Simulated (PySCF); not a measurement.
Two-component Hartree-Fock for Dy(59+) (dysprosium, charge +59)

Start: [He] 2s2 2p3; 2p1/2 filled at m_j = -1/2, +1/2; 2p3/2 filled at m_j = +3/2. Calculated with PySCF 2.14 in an even-tempered Gaussian basis (17 s from 41 bohr⁻², ratio 2.4; 13 p from 53 bohr⁻², ratio 2.4; 5 d from 180 bohr⁻², ratio 2.6; 4 f from 270 bohr⁻², ratio 2.6): generalised Hartree-Fock with the X2C-1e Hamiltonian and a Gaussian nucleus; one run each with spin-orbit coupling (SO) switched off, then screened by Boettger's factors.

```tsv
spinor shell	electrons	ε, spin-free (eV)	ε, screened SO (eV)	weight of nominal j (screened SO)	rms radius, screened SO (bohr)
1s1/2	2	-59808.8	-59772.0	1.000	0.0239
2s1/2	2	-14132.8	-14121.7	1.000	0.0938
2p1/2	2	-13298.0	-13852.0	1.000	0.0795
2p3/2	1	-13298.0	-12999.5	1.000	0.0854
```

```csv
quantity,spin-free,screened SO
E (hartree),-7203.07778,-7236.01910
M_J,3/2,3/2
⟨J²⟩,3.750,3.750
⟨L²⟩,0.000,2.569
⟨S²⟩,3.750,1.474
```

Each row is a mean over spinors that exchange with the open shell spreads, by up to 60.017 eV (2s1/2).

Breit and QED terms are absent; they matter most for the inner s and p1/2 levels.

Densities and radii are taken from the X2C orbitals without a picture-change correction, which distorts them close to the nucleus.

Without spin-orbit coupling the j labels of p, d and f shells carry no meaning; the spin-free column gives the mean over the occupied spinors of each nl shell.
